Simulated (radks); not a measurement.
Problem. These are the eigenvalues of the occupied orbitals of an atom or ion with whole-number occupations (eV). Method: Dirac Kohn-Sham, PBEsol, spin-unpolarised, spherical densities, point nucleus; computed with a radial shooting solver on a logarithmic mesh with Libxc functionals.

| orbital | eigenvalue |
|---|---|
| 1s1/2 | -8887.242 |
| 2s1/2 | -1108.219 |
| 2p1/2 | -976.8809 |
| 2p3/2 | -956.4211 |
| 3s1/2 | -160.2769 |
| 3p1/2 | -119.3510 |
| 3p3/2 | -116.6953 |
| 3d3/2 | -49.0508 |
| 3d5/2 | -48.7214 |

Which element is it, and in what charge state? The configuration may be excited. Open shells, if any, fill j = l - 1/2 first.

Solution. Z = 29, copper, charge +3: Cu3+ in [Ar] 3d8. The list shows which subshells hold electrons but not how many an open one holds; the 1s level, -326.6 hartree, gives Z - s = 25.6 by -(Z - s)^2/2, which with screening and relativity narrows Z to a few neighbours, and the depths of the outer levels then fix element, charge and occupations together.
